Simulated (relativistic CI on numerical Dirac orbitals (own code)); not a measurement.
**One change at a time: Ga¹⁶⁺**

Base calculation: Dirac-Coulomb-Breit CI, orbitals from a KLI potential per configuration, model QED (radiative potential, 1s self-energy scaled to tabulated hydrogen-like ionisation energies), unscaled Slater integrals.

Configurations in the expansion (outside the closed core [Ne]): 3s²3p³, 3s3p⁴, 3s²3p²3d, 3p⁵, 3s3p³3d, 3p⁴3d, 3s3p²3d², 3s²3p²4s, 3s²3p3d4p, 3p⁴4s, 3s²3p²4p, 3p⁴4p, 3s3p²3d4s, 3s²3p²4d, 3s3p³4s, 3s²3p²4f, 3s3p³4p, 3p³3d4p, 3s3p³4d, 3s3p³4f, 3s²3p²5s, 3s²3p²5p, 3s²3p4s4p, 3s²3p²5d, 3s²3p²5f, 3s²3p²5g, 3s3p²4s², 3s3p³5s, 3s²3p3d², 3s²3d³, 3s3p3d³, 3s²3d²4s, 3s²3d²4p, 3s²3d²4d, 3p³3d², 3p²3d³, 3p²3d²4s, 3p²3d²4p, 3p²3d²4d, 3s²3p3d4s, 3s3p3d²4s, 3s²3d4s², 3s²3d4s4p, 3s²3d4s4d, 3s3p²3d4p, 3s3p3d²4p, 3s3p3d4s4p, 3s3p3d4p², 3s3p3d4p4d, 3p³3d4s, 3p²3d4s², 3p²3d4s4p, 3p²3d4s4d, 3s²3p4s², 3s3p3d4s², 3s²4s²4p, 3s²4s²4d, 3s²3p4p², 3s²3d4p², 3s²4s4p², 3s²4p³, 3s²4p²4d, 3s3p²4s4p, 3s3p4s²4p, 3s3p4s4p², 3s3p4s4p4d. Double excitations out of closed p, d and f shells are left out; levels of such configurations are missing from the list, as are those of other unlisted configurations, and high levels can miss mixing partners. These lack a partner that the ground configuration has and come out too high: 3s²3p²4f, 3s3p³4d, 3s3p³4f, 3s²3p²5s, 3s²3p²5p.

Variants: (1) QED terms removed. Shifts of the energy above 3s²3p³ ⁴S°3/2, in cm⁻¹, for the lowest level and the first level of each name with at least 55 % of one term (blank where a level changes its place among those of its configuration and J or its character, or is not in the variant):

```
         Level    Base   Δ(1)
 3s²3p³ ⁴S°3/2       0      0
 3s²3p³ ²D°3/2   55268     -1
 3s²3p³ ²D°5/2   69892    -42
 3s²3p³ ²P°1/2  108127    -26
 3s²3p³ ²P°3/2  131700   -106
   3s3p⁴ ⁴P5/2  382973  +1115
   3s3p⁴ ⁴P3/2  407708  +1049
   3s3p⁴ ⁴P1/2  416404  +1039
   3s3p⁴ ²D3/2  478389   +933
   3s3p⁴ ²D5/2  486450   +926
3s²3p²3d ⁴F3/2  576581   +110
3s²3p²3d ⁴F5/2  586584    +70
3s²3p²3d ⁴F7/2  602249    +19
3s²3p²3d ²F5/2  604979    +59
3s²3p²3d ⁴D1/2  616742   +112
3s²3p²3d ⁴D3/2  617719    +65
3s²3p²3d ⁴F9/2  618899    -15
3s²3p²3d ⁴D5/2  629401    +11
3s²3p²3d ²G7/2  687173     +2
3s²3p²3d ²G9/2  697255    -33
3s²3p²3d ⁴P5/2  702410   +151
3s²3p²3d ⁴P3/2  711331   +143
```

At this charge energies of transitions that change n are usually good to better than 1 %, and those within a shell (Δn = 0) to a few per cent.

Ionisation energy from the two ground configurations alone: base 592.977 eV. The NIST ASD value (semi-empirical) is 599.8 eV.

LS names give the leading component of a level, which can be under half, so a name can repeat, a term be missing and a line seem to break the LS rules.
